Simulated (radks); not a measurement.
Spherical quantum dot in the effective-mass picture: electrons in a parabolic well V = omega^2 r^2 / 2 with omega = 0.338, with a point charge +1 (a donor) at the centre, all in effective atomic units (hartree* = m*/eps^2 hartree, bohr* = eps/m* bohr), one dielectric constant everywhere. Calculated with a radial shooting solver with Libxc functionals: non-relativistic Kohn-Sham, PBEsol, spin-polarised, spherical densities. Levels are named by radial order and angular momentum (1s, 1p, 1d, 2s, ...), and open shells are averaged over m. Each electron was tried in the lowest free levels, single moves between levels near the top were tried too, and the lowest total energy was kept; such a search can miss a lower state. At N = 1 the Hartree and exchange-correlation terms need not cancel, so that row can carry a self-interaction error.

| N | open shells | 2S | E (hartree*) | mu = E(N) - E(N-1) (hartree*) | addition energy mu(N+1) - mu(N) (hartree*) | rms radius (bohr*) |
|---|---|---|---|---|---|---|
| 1 | 1s(up 1, down 0) | 1 | -0.353328 | -0.35333 | 0.6459 | 1.394 |
| 2 | none | 0 | -0.0607307 | 0.29260 | 0.8460 | 1.657 |
| 3 | 1p(up 1, down 0) | 1 | 1.07790 | 1.1386 | 0.2684 | 2.162 |
| 4 | 1p(up 2, down 0) | 2 | 2.48494 | 1.4070 | 0.2704 | 2.444 |
| 5 | 1p(up 3, down 0) | 3 | 4.16236 | 1.6774 | 0.3368 | 2.651 |
| 6 | 1p(up 3, down 1) | 2 | 6.17662 | 2.0143 | 0.2296 | 2.833 |
| 7 | 1p(up 3, down 2) | 1 | 8.42050 | 2.2439 | 0.2322 | 2.986 |
| 8 | none | 0 | 10.8966 | 2.4761 | 0.3331 | 3.121 |
| 9 | 2s(up 1, down 0) | 1 | 13.7057 | 2.8092 | 0.2485 | 3.274 |
| 10 | none | 0 | 16.7634 | 3.0577 | 0.2691 | 3.410 |
| 11 | 1d(up 1, down 0) | 1 | 20.0903 | 3.3268 | 0.1965 | 3.535 |
| 12 | 1d(up 2, down 0) | 2 | 23.6136 | 3.5233 | 0.1941 | 3.648 |
| 13 | 1d(up 3, down 0) | 3 | 27.3311 | 3.7175 | 0.1915 | 3.752 |
| 14 | 1d(up 4, down 0) | 4 | 31.2400 | 3.9089 | 0.1887 | 3.848 |
| 15 | 1d(up 5, down 0) | 5 | 35.3376 | 4.0976 | 0.2298 | 3.938 |
| 16 | 1d(up 5, down 1) | 4 | 39.6650 | 4.3274 | 0.1777 | 4.026 |
| 17 | 1d(up 5, down 2) | 3 | 44.1701 | 4.5051 | 0.1763 | 4.108 |
| 18 | 1d(up 5, down 3) | 2 | 48.8515 | 4.6814 | 0.1746 | 4.187 |
| 19 | 1d(up 5, down 4) | 1 | 53.7074 | 4.8560 | 0.1728 | 4.262 |
| 20 | none | 0 | 58.7361 | 5.0287 | 0.3251 | 4.334 |
| 21 | 1f(up 1, down 0) | 1 | 64.0900 | 5.3539 | 0.1620 | 4.412 |
| 22 | 1f(up 2, down 0) | 2 | 69.6058 | 5.5158 | 0.1607 | 4.487 |
| 23 | 1f(up 3, down 0) | 3 | 75.2824 | 5.6765 | 0.1594 | 4.558 |
| 24 | 1f(up 4, down 0) | 4 | 81.1182 | 5.8359 | 0.1580 | 4.626 |
| 25 | 1f(up 5, down 0) | 5 | 87.1121 | 5.9939 | 0.1566 | 4.692 |
| 26 | 1f(up 6, down 0) | 6 | 93.2626 | 6.1505 | 0.1553 | 4.755 |
| 27 | 1f(up 7, down 0) | 7 | 99.5683 | 6.3057 | 0.1912 | 4.816 |
| 28 | 1f(up 7, down 1) | 6 | 106.065 | 6.4970 | 0.1496 | 4.876 |
| 29 | 1f(up 7, down 2) | 5 | 112.712 | 6.6466 | 0.1488 | 4.935 |
| 30 | 1f(up 7, down 3) | 4 | 119.507 | 6.7954 | 0.1478 | 4.991 |
| 31 | 1f(up 7, down 4) | 3 | 126.450 | 6.9432 | 0.1469 | 5.046 |
| 32 | 1f(up 7, down 5) | 2 | 133.541 | 7.0901 | 0.1459 | 5.100 |
| 33 | 1f(up 7, down 6) | 1 | 140.776 | 7.2359 | 0.1449 | 5.152 |
| 34 | none | 0 | 148.157 | 7.3808 | - | 5.203 |

All shells are closed at N = 2, 8, 10, 20, 34 (there: 1s2 1p6 1d10 2s2 1f14); the second difference of the energy has clear peaks (12 % above both neighbours; the first and last values, which can be the largest, are not judged, and half-filled shells can peak too) at N = 2, 5, 8, 15, 20, 27.
